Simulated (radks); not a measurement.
All-electron atom: Eu XLI in [Ar] 3d3 4s2 (not the ground configuration).

All-electron calculation, Dirac Kohn-Sham, LDA (Slater exchange, Perdew-Wang correlation), spin-unpolarised, spherical densities, finite nucleus; open shells fill j = l - 1/2 first; Fermi nuclear charge, rms radius 5.1115 fm. Program: a radial shooting solver on a logarithmic mesh with Libxc functionals.

Energy parts (eV):
total: -259755.51
kinetic: 285418.18
electron-nucleus: -584668.73
Hartree: 43741.13
exchange-correlation: -4246.09

Orbitals (lengths in bohr, moments of r in powers of bohr):
| orbital | occ. | eigenvalue (eV) | <r^2> | <r^4> | small-component weight |
|---|---|---|---|---|---|
| 1s1/2 | 2 | -50493.70 | 0.0006803 | 1.229e-06 | 5.49e-02 |
| 2s1/2 | 2 | -10104.28 | 0.01049 | 0.0001893 | 1.22e-02 |
| 2p1/2 | 2 | -9718.974 | 0.007617 | 0.0001169 | 1.23e-02 |
| 2p3/2 | 4 | -9064.653 | 0.008813 | 0.0001511 | 1.14e-02 |
| 3s1/2 | 2 | -3639.595 | 0.06332 | 0.005926 | 4.37e-03 |
| 3p1/2 | 2 | -3487.379 | 0.05790 | 0.005169 | 4.31e-03 |
| 3p3/2 | 4 | -3332.602 | 0.06339 | 0.006142 | 4.09e-03 |
| 3d3/2 | 3 | -3095.283 | 0.04812 | 0.003920 | 3.95e-03 |
| 3d5/2 | 0 | -3059.421 | 0.04957 | 0.004132 | 3.89e-03 |
| 4s1/2 | 2 | -1823.765 | 0.2348 | 0.07586 | 2.05e-03 |
| 4p1/2 | 0 | -1758.408 | 0.2300 | 0.07398 | 2.02e-03 |
| 4p3/2 | 0 | -1703.618 | 0.2452 | 0.08380 | 1.94e-03 |
| 4d3/2 | 0 | -1604.544 | 0.2263 | 0.07405 | 1.86e-03 |
| 4d5/2 | 0 | -1591.754 | 0.2305 | 0.07667 | 1.84e-03 |
| 5s1/2 | 0 | -1092.749 | 0.6339 | 0.5357 | 1.20e-03 |

The highest occupied level is 4s1/2 at -1823.8 eV. The configuration is held as typed, so some empty levels lie below it. The electron density at the nucleus is 5.813e+05 e/bohr^3. Summed over all electrons, <r^2> = 1.183 bohr^2, which gives a Langevin (diamagnetic) susceptibility term of -0.937 x 10^-6 cm^3/mol. The density falls to 0.001 e/bohr^3 at r = 1.03 bohr.
